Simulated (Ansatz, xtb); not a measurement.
Relative energy of two structures of C3H6BCl2N

Structure I: a singlet given by its coordinates. Structure II: `CC#[N+][B-](C)(Cl)Cl`, a singlet. Both are isolated molecules in the gas phase, relaxed with B3LYP/def2-SVP.

I (Å):

```xyz
13

C     0.1573   -0.2550   -0.7002
C     1.5302   -0.8365   -0.7703
C     2.3986    0.0494    0.1554
B     1.3413    0.8722    1.0807
Cl    1.5994    2.7062    1.1892
Cl    0.9921    0.1047    2.7481
N     0.0142    0.6226    0.2201
H    -0.8870    1.0657    0.3991
H    -0.6792   -0.5583   -1.3436
H     1.4506   -1.8825   -0.4132
H     1.8667   -0.9109   -1.8193
H     2.9901    0.7488   -0.4558
H     3.1054   -0.5517    0.7435
```

Close contacts (Å): C1–C2 1.49, C1–N7 1.28, C2–C3 1.55, C3–B4 1.63, B4–Cl5 1.86, B4–Cl6 1.87, B4–N7 1.60, C1–H9 1.10, C2–H10 1.11, C2–H11 1.10, C3–H12 1.10, C3–H13 1.10, N7–H8 1.02.

II (Å):

```yaml
atoms:
  - { symbol: C, position_ang: [-0.6990, -0.6034, -1.7637] }
  - { symbol: C, position_ang: [0.3401, -0.2182, -0.8257] }
  - { symbol: C, position_ang: [2.3538, -0.4443, 2.1498] }
  - { symbol: B, position_ang: [2.3255, 0.5642, 0.9108] }
  - { symbol: Cl, position_ang: [1.8308, 2.3029, 1.3638] }
  - { symbol: Cl, position_ang: [3.8594, 0.5052, -0.1459] }
  - { symbol: N, position_ang: [1.1670, 0.0990, -0.0921] }
  - { symbol: H, position_ang: [-1.4129, 0.2254, -1.8860] }
  - { symbol: H, position_ang: [-1.2336, -1.4894, -1.3893] }
  - { symbol: H, position_ang: [-0.2479, -0.8384, -2.7399] }
  - { symbol: H, position_ang: [1.4049, -0.4421, 2.7124] }
  - { symbol: H, position_ang: [2.5760, -1.4798, 1.8409] }
  - { symbol: H, position_ang: [3.1494, -0.1296, 2.8443] }
```

Quicker runs give these differences E(II) − E(I): GFN2-xTB +65.6 kJ/mol; HF/STO-3G +111.9 kJ/mol (at GFN2-xTB geometries); r2SCAN-D4/def2-SVP +78.7 kJ/mol (at GFN2-xTB geometries).

**Question.** Estimate E(II) − E(I) at the level CCSD(T)/def2-SVP + ΔMP2/def2-TZVPP.

**Answer.** Calculated at CCSD(T)/def2-SVP + ΔMP2/def2-TZVPP: E(II) − E(I) = +53.8 kJ/mol, so structure I lies lower.

How the difference moves with the method:

```tsv
level	geometry	E(II) − E(I) (kJ/mol)	departure from the last row (kJ/mol)	job, with rough time for the two
GFN2-xTB	GFN2-xTB	+65.6	+11.8	optimisation, 0.64 s
HF/STO-3G	GFN2-xTB	+111.9	+58.1	single point, 0.71 s
r2SCAN-D4/def2-SVP	GFN2-xTB	+78.7	+25.0	single point, 5.1 s
B3LYP/def2-SVP	B3LYP/def2-SVP	+51.7	−2.1	optimisation, 87 s
HF/def2-SVP	B3LYP/def2-SVP	+47.0	−6.7	part of the CCSD(T) run
MP2/def2-SVP	B3LYP/def2-SVP	+43.0	−10.7	part of the CCSD(T) run
CCSD(T)/def2-SVP	B3LYP/def2-SVP	+53.3	−0.5	single point
CCSD(T)/def2-SVP + ΔMP2/def2-TZVPP	B3LYP/def2-SVP	+53.8		single point, 89 s
```

The levels shown agree on the order. The largest departure from CCSD(T)/def2-SVP + ΔMP2/def2-TZVPP is that of HF/STO-3G, 58.1 kJ/mol. The last row adds to CCSD(T) the change of the MP2 difference between the two basis sets, here +0.5 kJ/mol.

With thermal terms from frequencies at re-optimised GFN2-xTB minima (ideal gas, soft modes damped towards free rotors, one conformer each, 298.15 K, 1 atm): on the last row, ΔE + ΔZPE = +42.0, ΔH = +48.3, ΔG = +33.7 kJ/mol.

The correlated steps freeze 15 core orbitals. Programs: Ansatz 0.2.0, xtb 6.7.1; the last row on 2 threads of Intel(R) Xeon(R) Processor @ 2.70GHz on a shared host.
